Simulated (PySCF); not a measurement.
**How methods differ on the excitation energy of Ga**

Ga [Ar] 3d10 4s2 4p1 (2P) → Ga [Ar] 3d10 4s1 4p1 4d1 (high-spin determinant), as a difference of total energies. Computed with PySCF 2.14 in x2c-TZVPPall with one added diffuse shell each of s, p, d type (7s6p5d1f, 57 functions), with scalar relativity by spin-free X2C-1e. Correlated levels: valence: [Ar] 3d10 frozen. The calculations carry no spin-orbit coupling.

| method | excitation energy (cm⁻¹) |
| --- | --- |
| UHF | 72713 |
| MP2 (valence) | 79038 |
| SCS-MP2 (valence) | 80776 |
| CCSD (valence) | 80284 |
| CCSD(T) (valence) | 79966 |

The upper state lies above the first ionisation limit, but in LS coupling its spin forbids autoionisation to the ground ion.

The promoted electron is Rydberg-like, and one or two diffuse shells describe it only roughly, which tends to raise the upper state.

The coupled-cluster amplitudes are large for the upper state (T1 above 0.03 or a double amplitude above 0.15), so a single reference is strained.

The determinant of the upper state mixes LS terms, which raises its energy above the lowest term, most at the Hartree-Fock and MP2 levels.
